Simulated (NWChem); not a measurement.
GeH$_{2}$S, singlet; SMILES [SH][GeH]

Program: NWChem. Pople sets run with spherical d functions. Low-valent species are run as closed-shell singlets; no triplet was tried in these runs. Coordinates come from a B3LYP/6-31G* (spherical d) optimisation. Vertical excitations in the gas phase; the lowest state need not have the same character in each row.

For level B3LYP/6-31G*, TDA:

| Quantity | Result |
|---|---|
| orbital gap (eV) | 4.03 |

Question: What are these values for level LRC-wPBEh/6-31G*, TDA?

Answer: The orbital gap (eV) is 7.85.
